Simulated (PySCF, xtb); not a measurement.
BH4O3, SMILES [OH2+]B(O)O, charge +1.

Geometry: PBE0-D3(BJ)/def2-SVP. The isomer is the one that the SMILES or the coordinates give; other isomers of the formula were not compared. One conformer was computed; it need not be the lowest.

These are IEF-PCM-ωB97X/def2-SVP (PySCF) values and carry that method's errors.

The values are the electrostatic part of the solvation free energy, E(continuum) − E(gas) at the gas-phase geometry, in a cavity of scaled van der Waals radii (PySCF's table); cavitation and dispersion terms are not included. In vacuum the orbital gap is 14.72 eV.

Computed values in water (ε = 78.36), cyclohexanone (ε = 15.62), chloroform (ε = 4.71):
```tsv
solvent	ε	ΔG(elec) (kcal/mol)	gap (eV)
water	78.36	-74.3	15.76
cyclohexanone	15.62	-70.1	15.69
chloroform	4.71	-58.3	15.49
```

For comparison, GFN2-xTB/ALPB(water) (xtb, at the GFN2-xTB geometry, all terms of that model) gives -81.1 kcal/mol.
